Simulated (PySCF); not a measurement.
From one molecule to another.

First species: C5H11ClO2Si.
SMILES: `C1[Si](CO1)(CCl)COC`

Second species: C5H4F4O2.
Numbering: `[F:1][C@@H:2]1[CH:3]=[CH:4][O:5][C@@H:6]1[O:7][C:8]([F:9])([F:10])[F:11]` (hydrogens: H12 on C2; H13 on C3; H14 on C4; H15 on C6)

Geometry (GFN2-xTB, Å), atoms numbered from 1 in this order:
```xyz
15
C5H4F4O2 angstrom
F     -0.5816   -2.1094    0.5881
C     -1.0017   -0.8282    0.8049
C     -2.0780   -0.3824   -0.1450
C     -1.6794    0.7350   -0.7333
O     -0.4527    1.1830   -0.3239
C      0.1231    0.2000    0.4875
O      1.1472   -0.4933   -0.2194
C      2.2775    0.1647   -0.4323
F      3.1623   -0.6560   -0.9778
F      2.8295    0.6485    0.6959
F      2.1595    1.2165   -1.2505
H     -1.3090   -0.7831    1.8582
H     -2.9855   -0.9267   -0.2981
H     -2.1672    1.3637   -1.4539
H      0.5515    0.6757    1.3777
```

Levels: PBE0/pcSseg-1 for dipole moment, HOMO energy, LUMO energy and HOMO–LUMO gap; GFN2-xTB for rotational constant A and rotational constant C. Geometries: GFN2-xTB. All species are isolated and taken at one optimised geometry, non-relativistic unless stated. Electronic properties by PySCF.

The conformers computed, where there is a choice (atom-mapped SMILES and torsion angles):
- `[CH3:1][O:2][CH2:3][Si:4]1([CH2:5][Cl:6])[CH2:7][O:8][CH2:9]1`: C1–O2–C3–Si4 -179°, O2–C3–Si4–C5 49°, C3–Si4–C5–Cl6 64°
- `[F:1][C@@H:2]1[CH:3]=[CH:4][O:5][C@@H:6]1[O:7][C:8]([F:9])([F:10])[F:11]`: O5–C6–O7–C8 73°, C6–O7–C8–F9 174°

Values for the first species:

| Quantity | Value |
| --- | --- |
| Dipole moment | 2.53 D |
| HOMO energy | -7.10 eV |
| LUMO energy | 0.14 eV |
| HOMO–LUMO gap | 7.24 eV |
| Rotational constant A | 1.177 GHz |
| Rotational constant C | 0.576 GHz |

Problem. Estimate the same properties for the second species, and the change in each.

Solution. 
| property | first | second | second less first |
| --- | --- | --- | --- |
| dipole moment | 2.53 D | 3.66 D | +1.13 D |
| HOMO energy | -7.10 eV | -7.55 eV | -0.45 eV |
| LUMO energy | 0.14 eV | -0.44 eV | -0.58 eV |
| HOMO–LUMO gap | 7.24 eV | 7.11 eV | -0.13 eV |
| rotational constant A | 1.177 GHz | 2.076 GHz | +0.899 GHz |
| rotational constant C | 0.576 GHz | 0.669 GHz | +0.093 GHz |

On the first: The dipole equals about 8.4 × 10⁻³⁰ C·m (1 D = 3.33564 × 10⁻³⁰ C·m).

On the second: A dipole of 3.66 D is allowed in C1, and pure rotational transitions are dipole-allowed. In atomic units the dipole is 1.44 e·bohr (1 au = 2.5417 D).
